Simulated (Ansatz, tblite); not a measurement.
Removing and adding an electron: `c1ccc2c(c1)oc1c3ccccc3oc21`. Charge 0, multiplicity 1. Geometry: PBE0-D4/def2-SVP. Ansatz, gas phase; energy differences of separate SCF runs; the oxidised species was run as a doublet alone; the reduced species was run as a doublet alone.

Cartesian coordinates in Å:
```
C -2.651 3.113 1.244
C -1.428 3.404 1.870
C -0.314 2.593 1.692
C -0.436 1.468 0.868
C -1.685 1.193 0.245
C -2.798 2.000 0.420
O -1.646 0.064 -0.525
C -0.381 -0.395 -0.406
C 0.437 -1.468 -0.868
C 0.314 -2.594 -1.692
C 1.428 -3.405 -1.869
C 2.651 -3.113 -1.244
C 2.798 -1.999 -0.420
C 1.685 -1.192 -0.245
O 1.646 -0.064 0.525
C 0.381 0.395 0.406
H -3.507 3.772 1.406
H -1.353 4.287 2.509
H 0.636 2.822 2.179
H -3.743 1.762 -0.072
H -0.636 -2.822 -2.180
H 1.354 -4.287 -2.509
H 3.506 -3.773 -1.405
H 3.743 -1.762 0.072
```

The xTB rows come from tblite.

Q: Estimate orbital energies and vertical ionisation energies and electron affinities at: GFN1-xTB; GFN2-xTB; PBE-D4/def2-SVP; PBE0-D4/def2-SVP.

A: 
```
           level  −HOMO (eV)  vertical IE (eV)  −LUMO (eV)  vertical EA (eV)  HOMO–LUMO gap (eV)  IE − EA (eV)                       remarks
        GFN1-xTB       11.05             13.35        8.03              5.83                3.02          7.52                             –
        GFN2-xTB       10.24             12.57        7.14              4.91                3.10          7.66                             –
 PBE-D4/def2-SVP        5.13              7.36        1.95             -0.06                3.17          7.42  HOMO above zero (-1 doublet)
PBE0-D4/def2-SVP        6.01              7.53        1.26             -0.12                4.75          7.64  HOMO above zero (-1 doublet)
```

Relaxing the oxidised species (PBE0-D4/def2-SVP) changes its energy by -0.15 eV at PBE0-D4/def2-SVP, so the adiabatic ionisation energy to this nearest minimum is 7.38 eV. At PBE-D4/def2-SVP it is 7.22 eV.     A HOMO above zero means that the electron is unbound at that level or that self-interaction error raises the level; the energy of removing that electron tells which. Raw xTB energy differences between charge states are shifted by several eV; the methods need an empirical correction for them. Sets without diffuse functions give affinities that are too small. A negative affinity means that the extra electron isn't bound; its size then hangs on the basis.
